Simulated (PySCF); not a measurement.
## Correlation energy of Ca (calcium, neutral)

[Ar] 4p2, high-spin 3P determinant (an excited configuration). Calculation: PySCF 2.14, in x2c-QZVPPall with one added diffuse shell each of s, p, d, f type (12s8p5d4f, 89 functions); the spin-free X2C one-electron Hamiltonian (Gaussian nucleus). Frozen: [Ar]; 2 electrons correlated.

With two correlated electrons CCSD is exact within the correlated space (frozen core and kept virtual orbitals).

```tsv
level	correlation energy (mhartree)
CCSD	-13.62
```

Diagnostics: T1 = 0.014, D1 = 0.0204, largest double amplitude 0.248.

**Question.** Is a single reference adequate?

**Answer.** Not fully. A double-excitation amplitude exceeds 0.15, a sign of near-degeneracy.
